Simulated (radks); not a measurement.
Question: The boron ion B4+, 1s1. All-electron calculation, non-relativistic Kohn-Sham, exchange-only LDA, spin-polarised, spherical densities, point nucleus. Program: a radial shooting solver on a logarithmic mesh with Libxc functionals. Every spin shell is full or empty, so the densities are truly spherical. Functionals are evaluated on that one density, not self-consistently. Rank these orbital-free kinetic functionals by their error against the exact value of the orbitals, and give that value: Thomas-Fermi, von Weizsacker, TF + vW, TF + vW/9, TF + vW/5, LC94, APBEK, Perdew 92, Thakkar, Pearson, LKT, PG1, DePristo-Kress, Ernzerhof.

Answer: Exact: 12.2792 hartree. From best to worst, with 100 (|E| - |E exact|)/|E exact| (equal figures are ties): von Weizsacker 0.00, APBEK +2.08, LC94 +2.24, Pearson -2.34, Thakkar +2.43, TF + vW/9 +2.74, Perdew 92 +2.76, DePristo-Kress +2.91, Ernzerhof +6.66, Thomas-Fermi -8.37, TF + vW/5 +11.63, PG1 +55.25, LKT +62.58, TF + vW +91.63.
